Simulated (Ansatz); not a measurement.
Input for Ansatz (a quantum-chemistry and plane-wave program): R-B3LYP-D3(BJ)/def2-TZVP on H2S (SMILES S).

Ansatz 0.2 input:
```yaml
crystal:
  periodic: [false, false, false]
  atoms:
    - {symbol: S, position_ang: [0.00000000, 0.00000000, 0.61280000]}
    - {symbol: H, position_ang: [0.00000000, 0.97430000, -0.30640000]}
    - {symbol: H, position_ang: [0.00000000, -0.97430000, -0.30640000]}
basis:
  gaussian:
    orbitals: def2-TZVP
hamiltonian:
  xc: b3lyp
  dispersion: d3bj
relax: {f_tol: 0.004, max_steps: 120}
scf: {lower_state_search: off}
```

Program output:

```
WARN ansatz: RAYON_NUM_THREADS=4 ignored (pool sized by the plan → 4); use --threads N
Functional definition: B3LYP
these checks for a lower state are left out or cut short: stability, starts, cluster_reference, orbital_swaps, neighbouring_geometries, increment
integrals: 0.01 GiB planned
359 factors; their error is unknown
mean field: 0.12 GiB planned
mean field evaluation 1: about -10868.3887 eV, gradient 1.4e1 eV
mean field evaluation 2: about -10868.5103 eV, gradient 1.4e1 eV
mean field evaluation 4: about -10868.8981 eV, gradient 3.2e-1 eV
mean field evaluation 8: about -10868.9165 eV, gradient 7.8e-4 eV
mean field -10868.91654508 eV, -399.4253158154 hartree, gradient 1.2e-6 eV, S^2 0.000000; 0 other end points of the search recorded, 0 dependent functions left out
the calculation of the forces begins
reference -10868.91670140 eV, -399.4253215602 hartree; 9, 9 occupied and 40, 40 virtual orbitals, 359 factors
relax step   1: F+E_penalty+E_count = -10868.95466893 eV  Δ(F+E_penalty+E_count) = +0.000e0 eV  max|allowed force component| = 1.722e-1 eV/Å  Δτ_max = 0.0000 Å  (12 SCF iters, accepted)
these checks for a lower state are left out or cut short: stability, starts, cluster_reference, orbital_swaps, neighbouring_geometries, increment
integrals: 0.01 GiB planned
359 factors; their error is unknown
mean field: 0.12 GiB planned
mean field evaluation 16: about -10868.8990 eV, gradient 1.9e-4 eV
mean field -10868.91715268 eV, -399.4253381445 hartree, gradient 1.0e-6 eV, S^2 0.000000; 0 other end points of the search recorded, 0 dependent functions left out
the calculation of the forces begins
reference -10868.91730924 eV, -399.4253438980 hartree; 9, 9 occupied and 40, 40 virtual orbitals, 359 factors
relax step   2: F+E_penalty+E_count = -10868.95528263 eV  Δ(F+E_penalty+E_count) = -6.137e-4 eV  max|allowed force component| = 4.003e-2 eV/Å  Δτ_max = 0.0065 Å  (19 SCF iters, accepted)
these checks for a lower state are left out or cut short: stability, starts, cluster_reference, orbital_swaps, neighbouring_geometries, increment
integrals: 0.01 GiB planned
359 factors; their error is unknown
mean field: 0.12 GiB planned
mean field -10868.91720911 eV, -399.4253402183 hartree, gradient 2.9e-6 eV, S^2 0.000000; 0 other end points of the search recorded, 0 dependent functions left out
the calculation of the forces begins
reference -10868.91736573 eV, -399.4253459738 hartree; 9, 9 occupied and 40, 40 virtual orbitals, 359 factors
relax step   3: F+E_penalty+E_count = -10868.95533717 eV  Δ(F+E_penalty+E_count) = -5.454e-5 eV  max|allowed force component| = 6.829e-4 eV/Å  Δτ_max = 0.0017 Å  (12 SCF iters, accepted)
Total energy: -10868.95549378 eV, -399.4267471539 hartree
Atom 0 at     0.000000    -0.000000     0.618672 Å, force    -0.000000    -0.000000     0.000683 eV/Å
Atom 1 at     0.000000     0.970212    -0.309336 Å, force    -0.000000     0.000300    -0.000341 eV/Å
Atom 2 at    -0.000000    -0.970212    -0.309336 Å, force     0.000000    -0.000300    -0.000341 eV/Å
Dipole moment:     0.000000     0.000000    -0.231345 e Å
Checks for a lower state left out: stability, starts, cluster_reference, orbital_swaps, neighbouring_geometries, increment
```

Self-consistency was reached.

Cost: roughly 1.5 core-seconds.
